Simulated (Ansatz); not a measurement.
Species: SnCl₂, net charge 1, doublet state. 
Geometry from a B3LYP-D3(BJ)/def2-TZVP (Ansatz, a first-principles code) optimisation:
```xyz
3

Sn     0.0104     0.0025     0.4733
Cl     1.2533     1.5235    -0.7319
Cl    -1.2839    -1.5309    -0.6600
```
Charge +1, spin multiplicity 2.

Basis-set convergence of Hartree-Fock and CCSD(T) correlation energies (hartree) with Ansatz. Valence correlation only, unless marked. Open shells are spin-unrestricted. Spin-orbit coupling is left out. The frozen core is the preceding noble-gas configuration, with the filled d and f shells of earlier blocks. In def2 rows, elements after Kr have scalar-relativistic effective core potentials.

```csv
basis,functions,E(HF),"E(corr, CCSD(T))"
def2-SVPD,86,-1131.84601,-0.37722
def2-TZVPPD,158,[?],[?]
```

**Question.** Fill in the missing entries.

**Answer.** 
- def2-TZVPPD, E(HF): -1132.16158
- def2-TZVPPD, E(corr, CCSD(T)): -0.49196
